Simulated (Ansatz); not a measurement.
Stretching the Cd1–H2 bond in CdH3N (SMILES [NH2][CdH]) (multiplicity 1 held, fragments rigid). Energies count from the point at 1.656 Å.
Geometry at that point (charge 0, multiplicity 1):
```xyz
5

Cd    -0.19315    -0.04078    -0.22747
H     -1.20928    -0.23635    -1.52039
N      1.16168     0.26843     1.25041
H      1.49907    -0.57553     1.69862
H      0.84969     0.89031     1.98724
```

Restricted levels (R-, RO-) in cc, def2 and unpolarised 6-31G sets keep to the state of the molecule at rest. Active spaces are followed from a long bond inwards. Levels need not reach the same state.

Cores are frozen in the correlated methods.

Codes used: Ansatz (Gaussian orbitals).  In def2 rows elements past Kr take small-core potentials, without spin–orbit coupling.

Energies in kcal/mol.

| R (Å) | R-HF/def2-TZVPP | CASSCF(2,2)/def2-TZVPP | FIC-MRCISD on CASSCF(2,2)/def2-TZVPP | FIC-MRCISD+Q on CASSCF(2,2)/def2-TZVPP |
|---|---|---|---|---|
| 1.325 | 31.4 | 32.8 | 27.5 | 26.5 |
| 1.490 | 7.1 | 8.0 | 5.5 | 5.0 |
| 1.656 | 0.0 | 0.0 | 0.0 | 0.0 |
| 1.822 | 2.0 | 0.7 | 2.9 | 3.3 |
| 1.987 | 8.7 | 5.9 | 9.8 | 10.6 |
| 2.236 | 22.6 | 16.8 | 22.8 | 24.1 |
| 2.484 | 37.7 | 28.2 | 35.7 | 37.3 |
| 2.898 | 61.5 | 44.2 | 53.1 | 55.1 |
| 3.312 | 81.7 | 54.6 | 63.9 | 66.0 |
| 3.809 | 101.1 | 60.7 | 69.9 | 72.1 |
| 4.471 | 120.3 | 63.4 | 72.3 | 74.5 |
| 5.299 | 136.5 | 64.0 | 72.9 | 75.0 |

Doubts at one or more of the structures used: a restricted determinant that unrestricted orbitals would lower (R-HF/def2-TZVPP).

Ansatz is a program for electronic structure.
